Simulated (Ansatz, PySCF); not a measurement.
Sb(Br)(Me)2 (C2H6BrSb), SMILES [Br][Sb]([CH3])[CH3].

Geometry optimised at PBE0-D3(BJ)/def2-SVP. The structure was generated by enumeration; whether it is a known compound was not checked. The def2 effective core potentials stand for the cores of Sb; spin–orbit coupling is left out.

Vertical ionisation energy (IE) and electron affinity (EA) in eV. Rows of orbital energies are one-electron estimates. Where ΔSCF, EOM or ADC give a negative EA the extra electron is unbound and the value depends on the basis.

| level | IE | EA |
|---|---|---|
| −ε(HOMO), −ε(LUMO), CAM-B3LYP/def2-TZVP (PySCF) | 8.25 | 0.46 |
| −ε(HOMO), −ε(LUMO), PBE/def2-TZVP (PySCF) | … | … |
| ΔSCF, CAM-B3LYP/def2-SVPD (Ansatz), final states of multiplicity 2 and 2 | 9.07 | -0.07 |
| ΔSCF, PBE/def2-SVPD (Ansatz), final states of multiplicity 2 and 2 | 8.69 | -0.07 |

Problem. Fill in the missing entries. (The exact figures need the calculation; the answer reports its results.)

Solution. 
- −ε(HOMO), −ε(LUMO), PBE/def2-TZVP (PySCF), IE: 5.97
- −ε(HOMO), −ε(LUMO), PBE/def2-TZVP (PySCF), EA: 2.18

Problem. What vertical singlet–triplet gap does ΔSCF give with CAM-B3LYP/def2-SVPD (Ansatz, a first-principles code) and with PBE/def2-SVPD (Ansatz)? (An estimate is asked for; the answer gives what the named calculation found.)

Solution. 3.70 and 3.44 eV (triplet above singlet where positive).
